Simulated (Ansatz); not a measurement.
What a proton shuttle does

Si₂H₄Cl₂O ([OH][Si]([SiH3])([Cl])[Cl]) + H₂O → SiH₂Cl₂O₂ ([OH][Si]([OH])([Cl])[Cl]) + SiH₄ (links in brackets), a four-centre ligand exchange, has a barrier of 190.0 kJ/mol above its start structure and a step energy of -94.8 kJ/mol. One H₂O is now added to the ring of the saddle, taking the hydrogen and handing on one of its own. Gas-phase electronic energies, without zero-point energy, by CCSD(T) at an estimated basis limit (MP2 extrapolated from triple and quadruple zeta, plus CCSD(T) − MP2 in triple zeta); Ansatz 0.2.0, def2-TZVPP and QZVPP, frozen cores, on PBE0-D4/def2-TZVP structures. Extrapolation: Hartree–Fock as exp(−7.88 √X), correlation as X^−2.97. Each barrier counts from its own start structure, which holds all the molecules, is reached by relaxing down from the saddle and may not be the deepest complex; no counterpoise correction.

Problem. What are the barrier and the step energy with the shuttle? (Judge from chemistry; the value comes from the calculation.)

Solution. The calculation gives: Barrier 237.5 kJ/mol, 47.6 kJ/mol higher than without; step energy -83.7 kJ/mol, both from the start structure. Counted from all the molecules apart, the saddle lies at 167.9 kJ/mol with the shuttle and at 169.7 kJ/mol without; the start well goes from -20.2 to -69.6 kJ/mol. At the saddle the angle at each passing proton is O–H···Si 163° without the shuttle, against O–H···O 146° and O–H···Si 149° with it. Bringing in the extra molecule costs entropy, which these electronic energies leave out.

No T1 diagnostic of these runs exceeds 0.013.

For scale, one of the runs: CCSD(T)/def2-TZVPP, 373 basis functions, launched by `ansatz run in.yaml --threads 4 --pin off --events-out ev --progress --plain --max-ram 66560MiB --backend cuda --devices 0, --max-vram 37GiB`. Hardware: 4 CPU threads of an AMD EPYC 7R13 and a share of one NVIDIA H100, shared host. Wall time 25 s; peak host memory 0.85 GiB.
